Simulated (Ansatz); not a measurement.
Q: Name a neutral molecule of N, Si and H with LUMO energy (ωB97M-V/def2-TZVPP) between 1.70 and 2.00 eV and LUMO energy (PBE/def2-TZVPP) between -0.70 and -0.40 eV (Ansatz, PBE0-D4/def2-TZVP geometry).

A: `N[SiH](N)[SiH3]` (1.88 eV, -0.56 eV); `N[SiH3]` (1.85 eV, -0.49 eV). Other molecules can fit too; these were computed, each in one conformer that needn't be the lowest.
